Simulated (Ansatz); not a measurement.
Two isomers of C2H5ClO2Si: A = `O=COC[SiH2]Cl`, B = `CC(=O)O[SiH2]Cl`.

Calculated with Ansatz (gas phase, PBE0-D4/def2-TZVP geometries, no zero-point term in ΔE). CBS: MP2 limit from def2 TZ/QZ plus the TZ coupled-cluster correction, frozen cores. Functionals use def2-TZVPP. B3LYP here is the variant with VWN-RPA as its local correlation; programs differ in this. One conformer a species, not always the lowest.

**Question.** Which is lower in electronic energy at CCSD(T)/CBS, and by how much? (Estimate.)

**Answer.** Computed: B, by 176.4 kJ/mol.

**Question.** Give E(B) − E(A) in kJ/mol with CCSD(T)/def2-TZVPP, B3LYP, LDA (SPW92), B2PLYP, ωB97M-V, r2SCAN-D4, BLYP-D4. (An estimate is asked.)

**Answer.** Ansatz gave: CCSD(T)/def2-TZVPP -174.6, B3LYP -170.2, LDA (SPW92) -165.9, B2PLYP -174.5, ωB97M-V -175.1, r2SCAN-D4 -174.1, BLYP-D4 -160.2. None reverses the order clearly.

**Question.** Does the order hold for the free energy at 298.15 K (harmonic terms from PBE0-D4)? (An estimate is asked.)

**Answer.** Computed: Yes: G(B) − G(A) = -175.1 kJ/mol, for one conformer each. Modes under 60 cm⁻¹, often nearly free rotors, make the harmonic entropy too high.

Largest T1 diagnostic: 0.014.

Leaving LDA and LC-ωPBE aside and taking each functional with its dispersion term where it has one, the values, not all of them listed here, spread over 21.9 kJ/mol, from r2SCAN0-D4 to revPBE-D4. LDA lies −5.5 kJ/mol from PBE without D4. From r2SCAN to r2SCAN0 (25 % exact exchange), in def2-TZVPP and without D4, E(B) − E(A) moves by −5.3 kJ/mol.
